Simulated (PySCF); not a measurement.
The vertical singlet excitations below were computed for one of the candidates. Level of theory: TDDFT wB97X-D/def2-SVPD, vertical, gas phase, core orbitals frozen in the response (PySCF). Geometries: GFN2-xTB, one conformer each.

| state | E (eV) | f | main configurations (H = HOMO, L = LUMO) |
| --- | --- | --- | --- |
| S1 | 6.99 | 0.026 | H-1→L (54%), H→L (26%) |
| S2 | 7.19 | 0.055 | H→L (64%), H-1→L (25%) |
| S3 | 7.55 | 0.0089 | H→L+1 (58%), H→L+2 (20%) |
| S4 | 7.73 | 0.0097 | H-1→L+1 (60%), H-1→L+2 (15%) |
| S5 | 7.84 | 0.025 | H-2→L (51%), H-1→L+2 (12%), H-1→L (10%) |
| S6 | 8.08 | 0.011 | H→L+3 (36%), H-3→L (16%), H-4→L (12%) |
| S7 | 8.13 | 0.012 | H→L+2 (33%), H-3→L (15%), H→L+1 (12%) |
| S8 | 8.17 | 0.016 | H-1→L+4 (25%), H-1→L+3 (14%), H-2→L+1 (13%) |

Orbital energies (eV): HOMO-3 -10.36, HOMO-2 -10.12, HOMO-1 -9.47, HOMO -9.42, LUMO 1.93, LUMO+1 2.34, LUMO+2 2.62.

Question: Which candidate is it?
A. `O=C[C@H]([SiH3])CF`
B. `COC([SiH2]F)=C`
C. `C1C[C@@H](C2CC2)[SiH2]1`

Answer: C. Its S1, at 6.99 eV, is the highest among the candidates; the nearest of the others has S1 at 6.49 eV. S1 is HOMO-1→LUMO (54%), HOMO→LUMO (26%). Löwdin shares by element: HOMO carbon 48% or more, silicon 18% (atoms not listed hold the other 35%); LUMO silicon 34%, hydrogen 21% or more, carbon 11% or more (atoms not listed hold the other 34%). At the same level the other candidates give, for their lowest levels:
- `C=C(OC)[SiH2]F`: 6.49 eV (f 0.004); 6.71 eV (f 0.261); 7.00 eV (f 0.041); 7.66 eV (f 0.002); 7.73 eV (f 0.008); T1 4.30 eV; HOMO -8.97, LUMO 1.78 eV
- `O=C[C@H]([SiH3])CF`: 4.41 eV (f 0.001); 7.27 eV (f 0.123); 7.47 eV (f 0.071); 7.98 eV (f 0.001); 8.19 eV (f 0.035); T1 3.87 eV; HOMO -9.64, LUMO 0.74 eV

Conformer computed: `[CH2:1]1[CH2:2][C@@H:3]([CH:4]2[CH2:5][CH2:6]2)[SiH2:7]1`: C2–C3–C4–C5 74°.
Triplets come from the Tamm–Dancoff approximation.
